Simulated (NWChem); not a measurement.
# CH4ClFOSi; SMILES C[Si@](O)(F)Cl

```xyz
9

C      1.5889     1.1985     0.2026
Si    -0.0420     0.3747    -0.0044
O     -0.7631     0.9122    -1.3768
F     -0.9990     0.6845     1.2644
Cl     0.1344    -1.6789    -0.0507
H      2.2472     0.9672    -0.6474
H      2.0782     0.8585     1.1269
H      1.4578     2.2899     0.2556
H     -1.5922     0.5050    -1.6459
```
Atoms are numbered in this order, from 1.

Level: PBE0/def2-SVP (NWChem), optimised geometry, unscaled harmonic frequencies. 

Question: List the harmonic frequencies with IR intensities, and the thermochemistry.

Answer: 
| frequency (cm⁻¹) | IR intensity (km/mol) |
|---|---|
| 120 | 1.2 |
| 163 | 13.0 |
| 198 | 6.9 |
| 248 | 18.0 |
| 268 | 25.1 |
| 310 | 56.5 |
| 339 | 78.4 |
| 534 | 75.6 |
| 726 | 48.0 |
| 765 | 46.9 |
| 790 | 25.2 |
| 835 | 273.4 |
| 920 | 158.5 |
| 982 | 167.9 |
| 1280 | 48.0 |
| 1421 | 6.5 |
| 1422 | 4.0 |
| 3073 | 0.2 |
| 3182 | 0.0 |
| 3188 | 0.0 |
| 3933 | 131.8 |

The zero-point energy is 35.3 kcal/mol and the thermal correction to the enthalpy at 298.15 K (with zero-point energy) is 40.3 kcal/mol. The heat capacity Cv is 23.5 cal/(mol K) and the entropy at 298.15 K and 1 atm (symmetry number 1) is 82.8 cal/(mol K). The dipole moment is 1.18 D.

Rigid rotor and harmonic oscillator.
